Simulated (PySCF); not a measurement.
## Löwdin shares of the frontier orbitals

C5H11ClSi.
Z-matrix (Å and degrees, GFN2-xTB geometry), rows numbered from 1:
```
Si
C   1  1.9008
C   2  1.5313  1  114.59
C   3  1.5396  2  105.29  1  -159.82
C   4  1.5339  3  105.95  2    15.17
Cl  5  1.7956  4  110.40  3  -106.86
C   5  1.5245  4  105.31  3    11.26
H   1  1.4654  2  108.69  3    58.67
H   1  1.4627  2  109.19  3   178.33
H   1  1.4629  2  109.00  3   -61.02
H   2  1.0950  1  109.69  3   121.82
H   3  1.0918  2  109.94  1   -41.71
H   3  1.0886  2  112.02  1    78.24
H   4  1.0891  3  111.27  2  -104.92
H   4  1.0903  3  111.28  2   134.96
H   5  1.0906  4  113.24  3   135.70
H   7  1.0926  2  110.29  1    51.00
H   7  1.0884  2  113.32  1   -70.95
```

Computed, not measured: TDDFT PBE0/def2-SVPD, vertical, gas phase, core orbitals frozen in the response (PySCF 2.14.0, density-fitted response routines).

Kohn–Sham orbitals with the atoms that hold most of them (Löwdin shares over 4%, at most four atoms; ? is withheld):

```json
{"orbital": "LUMO+2", "ε (eV)": "0.86", "atoms": "Si1 30%, Cl6 10%, H16 8%, H10 7%"}
{"orbital": "LUMO+1", "ε (eV)": "0.60", "atoms": "Cl6 48%, C5 22%, C4 5%, C7 4%"}
{"orbital": "LUMO", "ε (eV)": "0.36", "atoms": "?"}
{"orbital": "HOMO", "ε (eV)": "?", "atoms": "?"}
{"orbital": "HOMO-1", "ε (eV)": "-8.32", "atoms": "Cl6 67%, C5 12%, H16 6%"}
{"orbital": "HOMO-2", "ε (eV)": "-8.74", "atoms": "C2 25%, Cl6 24%, Si1 17%, C4 7%"}
{"orbital": "HOMO-3", "ε (eV)": "-9.43", "atoms": "Si1 21%, H9 16%, C2 14%, C3 13%"}
```

Problem. Which atoms hold the HOMO, and with what shares?

Solution. Cl6 (bonded to C) 51%; C2 (bonded to 2 C, Si and H) 10%; C5 (bonded to 2 C, Cl and H) 7%; C4 (bonded to 2 C and 2 H) 6%. By element: chlorine 51%, carbon 23% or more.

Problem. Which atoms hold the LUMO, and with what shares?

Solution. Si1 (bonded to C and 3 H) 22%; C3 (bonded to 2 C and 2 H) 8%; Cl6 (bonded to C) 6%; C7 (bonded to 2 C and 2 H) 6%. By element: silicon 22%, carbon 14% or more, chlorine 6%.

Problem. What is the HOMO energy, and the HOMO–LUMO gap?

Solution. ε(HOMO) = -8.13 eV; the gap is 8.49 eV (0.3120 hartree).

Problem. How does S1 compare with the orbital gap of 8.49 eV?

Solution. S1 is at 7.15 eV (f = 0.0007), 1.34 eV below the gap, made of HOMO→LUMO+1 (68%), HOMO→LUMO (18%). Its leading pair isn't HOMO and LUMO; the energies of that pair differ by 8.73 eV. Without the coupling terms of the response equations the lowest excitation would equal the gap.

Problem. Give energy, strength and leading configuration of S2, S3 and S4, and follow the Löwdin shares of the leading atoms from the occupied to the empty orbital.

Solution. 
- S2 (7.22 eV, f 0.0014), HOMO-1→LUMO+1 (77%): Cl6 67% → 48%, C5 12% → 22%
- S3 (7.51 eV, f 0.0078), HOMO→LUMO (76%): Cl6 51% → 6%, C2 10% → at most 7%, Si1 at most 7% → 22%, C3 at most 7% → 8%
- S4 (7.75 eV, f 0.0044), HOMO-1→LUMO (78%): Cl6 67% → 6%, C5 12% → at most 7%, Si1 at most 4% → 22%, C3 at most 4% → 8%

Löwdin shares depend on the basis, the more so with diffuse functions.

One conformer stands for the species.

Without π bonds the low states are Rydberg-like; a valence basis with one diffuse set may place them up to an eV too high.
